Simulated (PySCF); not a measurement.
## Static response to an electric field

Compound: H9NO3Si3.
Geometry (GFN2-xTB, Å), atoms numbered from 1 in this order:
```
atom  x, y, z in Å
N1    -0.3936   -2.1155   -1.0790
Si2    0.0173   -0.5062   -0.6386
O3     0.4674    0.3524   -1.9366
O4     1.2631   -0.4111    0.3885
Si5    2.0892    0.5126    1.4312
O6    -1.3221    0.1089    0.0353
Si7   -1.9554    1.0133    1.2141
H8    -0.8441   -2.6867   -0.3839
H9     0.3127   -2.6528   -1.5536
H10   -0.1553    0.4544   -2.6507
H11    1.2249    0.8088    2.5777
H12    2.5207    1.7474    0.7772
H13    3.2085   -0.3582    1.7877
H14   -1.2916    2.3175    1.2520
H15   -3.3565    1.1086    0.8105
H16   -1.7928    0.3157    2.4918
```

Level: CAM-B3LYP/def2-SVPD (PySCF), static field, nuclei fixed, core orbitals frozen in the response. The polarisability tensor in these axes (au):

```
x   92.75 -0.49  1.53
y   -0.49 86.45  4.10
z    1.53  4.10 87.88
```

Diagonalise the tensor; give its mean and Δα, where Δα² is half the sum of the squared differences of the eigenvalues.

Principal values 82.82, 90.96 and 93.30 au; mean 89.02 au = 13.19 Å³ = 14.68 × 10⁻⁴⁰ C²·m²/J; Δα = 9.53 au (11 % of the mean).

What is the dipole moment, and where does it point?

(-0.42, -0.54, 0.24) D, 0.72 D in size, pointing from the negative to the positive side. Measured along this direction, the outermost atoms are H12 at the negative end and H8 at the positive end.

Orientational against electronic polarisability at 273 K (dilute gas, rigid molecules)?

In Gaussian units μ²/3kT = 4.61 Å³ against 13.19 Å³, a ratio of 0.35; the Debye molar polarisation (4π/3)N_A(α + μ²/3kT) is 44.9 cm³/mol, leaving out the vibrational part.

Rayleigh depolarisation ratio (linearly polarised light, static tensor)?

ρ = 3Δα²/(45ᾱ² + 4Δα²) = 272.5/(356645 + 363.3) = 0.000763.

What molar refraction does this α imply?

Lorentz–Lorenz: R = (4π/3)N_A α = 2.5225 cm³/(mol·Å³) × 13.19 Å³ = 33.3 cm³/mol, in the limit of long wavelengths.

Geometry: GFN2-xTB, one conformer, isolated molecule.
